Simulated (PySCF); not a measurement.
# Reading the logs of faulty runs: AlBH4N2

Calculated results; nothing here was measured. They come from PySCF 2.14.0, an open-source quantum chemistry program, on an isolated molecule that a program drew, which may never have been made. The molecule is AlBH4N2 (charge 0, singlet), drawn as the SMILES string `N[B](N)[Al]`.

Each row is a Hartree-Fock (HF) and frozen-core CCSD(T) single point in the cc-pV(D+d)Z basis, meant for a local HF minimum. Run 1 is clean. Each other run has one planted mistake out of seven kinds, and not every kind appears here: one electron removed, one electron added, multiplicity raised by two, geometry at a saddle point, minimal basis STO-3G, one bond length entered in bohr, all coordinates scaled. The reference is restricted for singlets and unrestricted otherwise, and also for a bond in bohr. Adding or removing an electron swaps singlet and doublet. Electrons count all cores. HOMO and LUMO are orbital energies over both spins, the gradient is its largest component, and the lowest frequency (negative if imaginary) is given only where the gradient is small. Bond lengths are over the 7 bonds as drawn. T1 is the CCSD diagnostic: over 0.02 (restricted) or 0.045 (unrestricted) a single reference is doubtful.

Geometry of the clean run:
```xyz
8
AlBH4N2, angstrom
N    -1.5892   -0.4327   -0.7750
B    -3.0032   -0.5614   -0.6866
N    -3.5370   -1.5288    0.2095
Al   -4.3568    0.7321   -1.9289
H    -0.9457   -0.9848   -0.2414
H    -1.1300    0.2173   -1.3749
H    -4.5131   -1.6869    0.3340
H    -2.9739   -2.1272    0.7824
```

| run | electrons | basis functions | <S^2> | HOMO (eV) | LUMO (eV) | gradient (hartree/bohr) | lowest frequency (cm^-1) | mean bond (Å) | longest bond (Å) | T1 | HF (hartree) | CCSD(T) (hartree) | mistake |
|---|---|---|---|---|---|---|---|---|---|---|---|---|---|
| 1 | 36 | 85 | 0.000 | -6.60 | 1.19 | 3.2e-05 | 136 | 1.2984 | 2.247 | 0.0148 | -377.87010 | -378.39531 | no fault |
| 2 | 36 | 85 | 2.018 | -5.70 | 0.81 | 9.3e-03 | - | 1.2984 | 2.247 | 0.0198 | -377.84702 | -378.35148 | multiplicity raised by two |
| 3 | 35 | 85 | 0.790 | -14.61 | -5.01 | 4.2e-02 | - | 1.2984 | 2.247 | 0.0187 | -377.65783 | -378.15313 | one electron removed |
| 4 | 37 | 85 | 1.119 | 0.27 | 6.46 | 1.6e-02 | - | 1.2984 | 2.247 | 0.0554 | -377.84493 | -378.37503 | ? |

**Which mistake was planted in run 4, and what did it cost?**

It counts 37 electrons, one more than the clean run, at the same geometry and basis. So the mistake is: one electron added. Subtracting run 1 and multiplying by 627.51 kcal/mol a hartree, the energy moved by 15.8 kcal/mol in HF and 12.7 kcal/mol in CCSD(T).

Cautions from the logs. Run 4: T1 is over the limit, so its CCSD(T) energy is less reliable and the HOMO is above zero, so the electron isn't bound and the energy depends on the basis.
